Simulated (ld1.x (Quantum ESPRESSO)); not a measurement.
## Pd (Z = 46): excitation energies, all-electron against ultrasoft

ld1.x (Quantum ESPRESSO) 7.5 input, shortened:

```
&input
   title='Pd', zed=46., rel=1, dft='WC', iswitch=3,
   config='[Kr] 4d9 4f-2 5s0 5p0'
 /
 &inputp
   pseudotype=3, tm=.true., lloc=-1, rcloc=2.40,
   nlcc=.false.,
   which_augfun='PSQ', rmatch_augfun_nc=.true.
 /
7
5S  1  0   0.00   0.00  1.55  2.05  0.0
5S  1  0   0.00   3.50  1.55  2.05  0.0
5P  2  1   0.00   0.00  2.30  2.55  0.0
5P  2  1   0.00   1.35  2.30  2.55  0.0
4D  3  2   9.00   0.00  0.85  1.15  0.0
4D  3  2   0.00   0.10  0.85  1.15  0.0
4F  4  3  -2.00  -0.20  2.00  2.50  0.0
 &test
   configts(1)='4d9 5s0 5p0'
 /
```

Energies are relative to the spin-unpolarised reference configuration 4d9 5s0 5p0; without spin polarisation the order of configurations can differ from experiment. Not all tests gave a result: 1 of 7 tests not solved or not reliable. Left out of the table: 4d8 5s1 5p0 (solver errors, printed error -3.8 eV). The frozen-core shift is the all-electron ΔE with the core orbitals held at their reference shape minus the fully relaxed ΔE.

```json
{"valence configuration": "4d10 5s0 5p0", "charge": "0", "ΔE all-electron (eV)": "-9.120", "error AE − PS (meV)": "-3.3", "frozen-core shift (meV)": "+19"}
{"valence configuration": "4d7 5s0 5p0", "charge": "+3", "ΔE all-electron (eV)": "55.194", "error AE − PS (meV)": "-192", "frozen-core shift (meV)": "+369"}
{"valence configuration": "4d9 5s0 5p1", "charge": "0", "ΔE all-electron (eV)": "-3.752", "error AE − PS (meV)": "+9.5", "frozen-core shift (meV)": "-0.3"}
{"valence configuration": "4d6 5s0 5p0", "charge": "+4", "ΔE all-electron (eV)": "104.541", "error AE − PS (meV)": "-600", "frozen-core shift (meV)": "+1127"}
{"valence configuration": "4d9.5 5s0 5p0", "charge": "+0.5", "ΔE all-electron (eV)": "-5.886", "error AE − PS (meV)": "-1.9", "frozen-core shift (meV)": "+7.4"}
```

Task: What are ΔE and the potential's error for 4d8 5s0 5p0?

Result: ΔE = 20.828 eV all-electron; the error (AE − PS) is -30 meV.

Levels in the configuration 4d9.5 5s0 5p0:

```json
{"level": "4d", "all-electron (eV)": "-9.014", "pseudo (eV)": "-9.009"}
```

A variational frozen-core shift is positive and of second order in the change. This column holds negative values, so the frozen-core run of ld1.x carries numerical noise or an error of first order here, and the column gives no more than the rough size of the effect.

Note: ghost state, extra bound levels that the all-electron valence spectrum of the same l lacks: s at -93.5 eV. A true bound ghost makes a file unfit for plane-wave use.
